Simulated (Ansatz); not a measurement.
Consider the formal hydrolysis of the Al–Al bond: `[SiH3][AlH][Al]1[CH2][CH2]1` + H₂O → `[OH][AlH][SiH3]` + `[CH2]1[CH2][AlH]1`.

Isolated molecules relaxed with PBE0-D4/def2-TZVP in Ansatz; ΔE leaves out vibrations. CBS: MP2 limit from def2 TZ/QZ plus the TZ coupled-cluster correction, frozen cores. This one scheme is used for every species. Functionals use def2-TZVPP. One conformer a species, not always the lowest.

`[SiH3][AlH][Al]1[CH2][CH2]1`:

Z-matrix (Å, degrees):
```
Si
Al 1 2.458
H 1 1.492 2 111.3
H 1 1.492 2 110.5 3 119.1
H 1 1.490 2 112.6 3 -120.9
Al 2 2.515 1 120.6 3 125.9
H 2 1.592 1 119.5 3 -54.6
C 6 1.953 2 156.6 1 -85.9
C 6 1.953 2 157.3 1 84.4
H 8 1.088 6 119.0 2 66.0
H 8 1.088 6 119.0 2 -76.4
H 9 1.088 6 119.0 2 76.5
H 9 1.088 6 119.0 2 -65.8
```

H₂O:

```xyz
3

O    -0.234   -0.164    0.264
H     0.637    0.210    0.410
H    -0.402   -0.046   -0.674
```

`[OH][AlH][SiH3]`:

```xyz
8

O     1.581    1.433   -0.470
Al    0.670    0.035   -0.784
Si   -1.086   -0.496    0.836
H     2.287    1.736   -1.040
H     0.999   -0.821   -2.083
H    -0.949   -1.900    1.321
H    -2.431   -0.392    0.199
H    -1.071    0.404    2.022
```

`[CH2]1[CH2][AlH]1`:

Z-matrix (Å, degrees):
```
C
Al 1 1.905
C 1 1.585 2 65.4
H 1 1.089 2 122.0 3 -104.9
H 1 1.089 2 122.1 3 104.9
H 2 1.574 1 155.4 3 180.0
H 3 1.089 1 114.7 2 115.6
H 3 1.089 1 114.7 2 -115.6
```

| level | ΔE (kcal/mol) |
| --- | --- |
| BLYP-D4 | -23.9 |
| B97M-V | -25.8 |

Question: What does CCSD(T)/CBS give? (An estimate is asked.)

Answer: Computed: -24.4 kcal/mol. The listed levels differ from it by 0.5, -1.4 kcal/mol.

Largest T1 diagnostic among the species: 0.017.

From r2SCAN to r2SCAN0 (25 % exact exchange), in def2-TZVPP and without D4, ΔE moves by −1.1 kcal/mol. In def2-TZVPP, CCSD(T) changes the Hartree–Fock value by +6.6 kcal/mol (the triples alone add +1.5 kcal/mol) and MP2 by +3.8 kcal/mol. Leaving LDA and LC-ωPBE aside and taking each functional with its dispersion term where it has one, the values, not all of them listed here, spread over 11.0 kcal/mol, from CAM-B3LYP-D4 to PBE-D4. LDA lies −0.8 kcal/mol from PBE without D4.
